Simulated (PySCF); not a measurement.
## O⁺: excitation energy

O⁺ [He] 2s2 2p3 (4S) → O⁺ [He] 2s1 2p3 3d1 (6D), as a difference of total energies. All numbers are calculated (PySCF 2.14, the non-relativistic Hamiltonian (point nucleus), in aug-cc-pVTZ with one added diffuse shell each of s, p, d, f type (6s5p4d3f, 62 functions)). Correlated levels: valence: 1s2 frozen. The calculations carry no spin-orbit coupling.

| method | excitation energy (eV) |
| --- | --- |
| UHF | 33.975 |
| LDA | 36.034 |
| PBE | 35.750 |
| PBE0 | 35.782 |
| r2SCAN | 35.367 |
| BP86 | 35.913 |
| BLYP | 36.560 |
| PW91 | 35.851 |
| CAM-B3LYP | 36.861 |
| MP2 (valence) | 35.823 |
| SCS-MP2 (valence) | 36.225 |

Problem. How much does correlation contribute at MP2 (valence)?

Solution. 35.823 − (33.975) = 1.848 eV, measured against UHF.

The upper state lies above the first ionisation limit, but in LS coupling its spin forbids autoionisation to the ground ion. A Rydberg-like electron needs more diffuse functions than a valence basis has.

The promoted electron is Rydberg-like, and one or two diffuse shells describe it only roughly, which tends to raise the upper state.
